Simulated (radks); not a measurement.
Question: These are the eigenvalues of the occupied orbitals of an atom or ion with whole-number occupations (eV). Calculated with a radial shooting solver on a logarithmic mesh with Libxc functionals: scalar-relativistic Kohn-Sham, PBE, spin-polarised, spherical densities, finite nucleus; Fermi nuclear charge, rms radius of each element as measured or else 0.836 A^(1/3) + 0.57 fm.

orbital  eigenvalue
1s up     -29024.53
1s down   -29024.52
2s up     -4391.901
2s down   -4391.898
2p up     -3943.982
2p down   -3943.979
3s up     -857.1878
3s down   -857.1819
3p up     -710.7932
3p down   -710.7871
3d up     -485.4028
3d down   -485.3973
4s up     -145.8681
4s down   -145.8553
4p up     -101.6489
4p down   -101.6333
4d up      -37.7342
4d down    -37.7022
5s up      -20.8549
5s down    -20.7587
6s up       -6.2218

Which element is it, and in what charge state? The configuration may be excited. Open shells, if any, are filled with parallel spins first.

Answer: Z = 50, tin, charge +1: Sn+ in [Kr] 4d10 5s2 6s1. The list shows which subshells hold electrons but not how many an open one holds; the 1s level, -1066.6 hartree, gives Z - s = 46.2 by -(Z - s)^2/2, which with screening and relativity narrows Z to a few neighbours, and the depths of the outer levels then fix element, charge and occupations together.
